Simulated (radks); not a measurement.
All-electron atom: La IV in [Kr] 4d10 5p6 6s2 (not the ground configuration). Method: scalar-relativistic Kohn-Sham, MS2 meta-GGA, spin-polarised, spherical densities, finite nucleus; meta-GGA in the generalised Kohn-Sham scheme; Fermi nuclear charge, rms radius 4.855 fm; computed with a radial shooting solver on a logarithmic mesh with Libxc functionals. Some entries of the table are withheld. Estimate them.

| orbital | occ. | eigenvalue (eV) | <1/r> (bohr^-1) | <r> (bohr) |
|---|---|---|---|---|
| 1s | 2 | -38824.14 | 62.03 | 0.02506 |
| 2s | 2 | -6219.780 | 14.29 | 0.1074 |
| 2p | 6 | -5573.161 | 13.55 | 0.09425 |
| 3s | 2 | -1365.496 | 5.183 | 0.2845 |
| 3p | 6 | -1157.774 | 4.905 | 0.2829 |
| 3d | 10 | -861.1085 | 4.645 | 0.2600 |
| 4s | 2 | -307.5855 | (1) | 0.6530 |
| 4p | 6 | -239.6775 | 1.984 | 0.6911 |
| 4d | 10 | (2) | 1.731 | 0.7629 |
| 5p | 6 | -53.6092 | 0.7743 | 1.685 |
| 6s | 2 | -24.3656 | 0.4016 | 3.211 |

Answer. 
(1) 4s <1/r> (bohr^-1): 2.146
(2) 4d eigenvalue (eV): -141.4464
